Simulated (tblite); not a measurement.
Species: C7H6FO (doublet state).
SMILES with atom numbers: `[O:1][CH2:2][c:3]1[cH:4][cH:5][cH:6][cH:7][c:8]1[F:9]` (hydrogens: H10, H11 on C2; H12 on C4; H13 on C5; H14 on C6; H15 on C7)

Cartesian coordinates in Å at the GFN2-xTB level; atoms count from 1:
```
atom  x, y, z in Å
O1     2.5703   -1.5441   -0.6332
C2     2.1530   -0.4356   -0.0876
C3     0.6728   -0.1657   -0.0395
C4    -0.2481   -1.0642   -0.5702
C5    -1.6025   -0.7968   -0.5214
C6    -2.0623    0.3780    0.0569
C7    -1.1665    1.2895    0.5938
C8     0.1822    1.0040    0.5386
F9     1.0628    1.8889    1.0600
H10    2.5667   -0.3239    0.9509
H11    2.6560    0.4530   -0.5567
H12    0.1345   -1.9692   -1.0174
H13   -2.3042   -1.5031   -0.9373
H14   -3.1203    0.5882    0.0925
H15   -1.4985    2.2091    1.0488
```

Level: GFN2-xTB in tblite, geometry and Hessian alike; calculated harmonic values, unscaled, isolated species. This tight-binding method is rough: wavenumbers can miss measured ones by several per cent, in bad cases by 10 to 20. One conformer, not necessarily the lowest. Open shells enter through the occupations alone, without spin polarisation, and single modes of such species can be off by tens of per cent.

Harmonic wavenumbers (cm⁻¹): 76.5, 151.0, 171.5, 242.1, 313.0, 399.7, 477.0, 486.4, 512.2, 583.2, 586.1, 696.1, 782.7, 790.6, 806.8, 882.8, 918.3, 928.8, 1062.9, 1072.5, 1077.8, 1164.1, 1170.9, 1197.4, 1227.5, 1242.9, 1246.5, 1328.8, 1331.6, 1433.3, 1455.9, 1567.1, 1589.9, 2519.6, 2622.9, 3092.1, 3098.6, 3106.0, 3112.6.

A = 2532, B = 1526, C = 957.6 MHz; mass 125.040 u (most abundant isotopes); point group Cs, symmetry number 1; spin multiplicity 2.

Question: What is the zero-point energy?

Answer: Half the sum of the wavenumbers: 23263 cm⁻¹ = 66.51 kcal/mol.

Question: Entropy at 200 K, 1 bar (ideal gas, RRHO, classical rotation)?

Answer: Translation 38.43, rotation 27.66, vibration 10.58, spin (R ln 2) 1.38: S = 78.0 cal/(mol K).

Question: And Cp and H(200 K) − H(0)?

Answer: Cp = 22.46 cal/(mol K), of which vibrations give 14.51 (their classical limit is 39 R = 77.5); H(200 K) − H(0) = 2.86 kcal/mol without the zero-point energy, 1.27 from vibrations.

Question: How do the functions run with temperature in this model?

Answer: 
```tsv
T (K)	S (cal/(mol K))	Cp (cal/(mol K))	H − H(0) (kcal/mol)	G − H(0) (kcal/mol)	ln q(vib)
150	72.2	18.1	1.85	-8.99	1.35
250	83.5	27.0	4.10	-16.79	2.95
298.15	88.7	31.5	5.51	-20.93	3.78
400	99.2	40.3	9.18	-30.51	5.66
600	118.2	53.4	18.64	-52.29	9.51
900	142.3	64.9	36.56	-91.49	15.19
```

q(vib) and H(0) count from the zero-point level.

Question: What must be added to the electronic energy to get the Gibbs energy at 200 K and 1 bar?

Answer: ZPE + [H(200 K) − H(0)] − T·S = 66.51 + 2.86 − 15.61 = 53.76 kcal/mol.

Question: Blend soft modes into free rotors: weight 1/[1 + (100 cm⁻¹/ν̃)⁴] for the oscillator and the rest for a rotor with moment μB/(μ + B), μ = h/(8π²ν), B = 10⁻⁴⁴ kg m². What vibrational entropy results?

Answer: 10.30 cal/(mol K) in place of 10.58, which changes −T·S at 200 K by +0.06 kcal/mol.

Hindered rotation and anharmonicity are outside this model. Other conformers, if any are populated, would add a mixing term that is left out.

The run took 0.34 s on Arm Neoverse V2, one thread, shared host with 32 logical CPUs at a one-minute load of 9.1. The figure is for the frequency step alone.
